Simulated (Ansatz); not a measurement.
C$_{3}$H$_{5}$FOSi, SMILES `FC1=CO[SiH2]C1`, relaxed with RKS PBE-D4/def2-SVP in Ansatz 0.2.0 from a rough embedded geometry. The force threshold is 0.03 eV/Å; the program also tests the step.

Total charge 0; spin multiplicity 1.

Start:

```xyz
11

F    -0.510   -1.534    1.967
C    -0.282   -0.787    0.852
C    -0.741   -1.201   -0.314
O    -0.621   -0.485   -1.441
Si    0.355    0.889   -1.013
C     0.478    0.520    0.842
H    -1.372   -2.120   -0.486
H     1.640    0.889   -1.667
H    -0.449    2.177   -1.296
H    -0.015    1.278    1.430
H     1.518    0.372    1.125
```

(1) How much energy does the relaxation release, and in how many steps? (Best estimate.)

(2) Which bonds change most? (Best estimate.)

(3) Give the relaxed structure. (Best estimate.)

Results:

(1) Ansatz gave: 0.27 eV, in 4 steps.

(2) Computed: Si5–H8 from 1.442 to 1.500 Å; Si5–H9 from 1.544 to 1.500 Å; C3–O4 from 1.341 to 1.379 Å; C2–C3 from 1.320 to 1.354 Å.

(3) The calculation gave: 
```xyz
11

F    -0.464   -1.474    1.998
C    -0.302   -0.797    0.841
C    -0.805   -1.231   -0.338
O    -0.586   -0.467   -1.466
Si    0.340    0.919   -1.014
C     0.465    0.495    0.844
H    -1.381   -2.157   -0.485
H     1.648    0.923   -1.749
H    -0.424    2.170   -1.332
H    -0.005    1.258    1.504
H     1.511    0.360    1.196
```
